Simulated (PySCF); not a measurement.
**The second ionisation energy along the noble gases**

All values are computed (PySCF 2.14, energy differences of UHF-based or UKS calculations, no spin-orbit coupling). Values in eV. The last column holds reference values (NIST; (s) semi-empirical, (t) theoretical, else measured). Unmarked ones compare directly (S terms, centres of terms, or small fine structure); those marked * lie between the lowest fine-structure levels and include a spin-orbit shift.

| element | configurations | UHF | MP2 (valence) | PBE | PBE0 | r2SCAN | SCS-MP2 (valence and next inner shell) | reference |
| --- | --- | --- | --- | --- | --- | --- | --- | --- |
| He (x2c-QZVPPall with one added diffuse shell each of s, p, d type, spin-free X2C) | 1s1 → no electrons | 54.421 | n/a | 54.253 | 54.333 | 54.426 | n/a | 54.418 (t) |
| Ne (x2c-QZVPPall with one added diffuse shell each of s, p, d, f type, spin-free X2C) | [He] 2s2 2p5 → [He] 2s2 2p4 | 39.259 | 40.860 | 41.124 | 40.990 | 41.118 | 40.877 | 40.963 * |
| Ar (x2c-QZVPPall with one added diffuse shell each of s, p, d, f type, spin-free X2C) | [Ne] 3s2 3p5 → [Ne] 3s2 3p4 | 26.355 | 27.472 | 27.576 | 27.590 | 27.646 | 27.503 | 27.630 * |
| Kr (x2c-QZVPPall with one added diffuse shell each of s, p, d, f type, spin-free X2C) | [Ar] 3d10 4s2 4p5 → [Ar] 3d10 4s2 4p4 | 23.228 | 24.187 | 24.305 | 24.343 | 24.422 | 24.288 | 24.360 * |
| Xe (x2c-QZVPPall with one added diffuse shell each of s, p, d, f type, spin-free X2C) | [Kr] 4d10 5s2 5p5 → [Kr] 4d10 5s2 5p4 | 20.071 | 20.918 | 21.067 | 21.113 | 21.114 | 21.065 | 20.975 (s) * |

For a one-electron ion UHF is exact up to the basis, with infinite nuclear mass and no QED.

"Valence" correlates the outer s and p shells and, in groups 3 to 12 and the f block, the outer d or f shell, open or full, or the next shell where the ion has no valence electron left; the wider scheme adds the next inner shell.
